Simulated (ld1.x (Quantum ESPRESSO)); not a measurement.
Configuration tests for B (TM)

* Element: boron (B)
* Generator: ld1.x (Quantum ESPRESSO) 7.5
* Type: norm-conserving Troullier–Martins (Kleinman–Bylander form)
* Functional: PW91
* Relativity: scalar-relativistic
* Frozen core: [He]
* Valence charge: 3
* Reference configuration: 2s2 2p0.75 (charge +0.25)
* Partial waves: 2s (bound): rc 1.15 bohr; 2p (bound): rc 2.75 bohr; 3d channel at 0.1 Ry: rc 2.10 bohr
* Local potential: all-electron potential smoothed inside 2.70 bohr (lloc = -2)
* Core correction: none

Energies are relative to the spin-unpolarised reference configuration 2s2 2p0.75; without spin polarisation the order of configurations can differ from experiment.

Task: Give the all-electron excitation energy and the error of the potential for: 2s2 2p1; 2s2 2p0; 2s1 2p0; 2s1 2p2; 2s2 2p1.3; 2s2 2p0.5; 2s0 2p3.

Result:

| valence configuration | charge | ΔE all-electron (eV) | error AE − PS (meV) |
| --- | --- | --- | --- |
| 2s2 2p1 | 0 | -1.175 | +1.3 |
| 2s2 2p0 | +1 | 7.093 | +47 |
| 2s1 2p0 | +2 | 32.561 | +192 |
| 2s1 2p2 | 0 | 4.675 | +2.0 |
| 2s2 2p1.3 | -0.3 | -1.926 | +3.2 |
| 2s2 2p0.5 | +0.5 | 1.736 | +2.8 |
| 2s0 2p3 | 0 | 10.544 | -19 |

ld1.x printed “convergence not achieved” for 5 of the counted tests; their residual had stalled under 1e-8, short of the target of 1e-14.
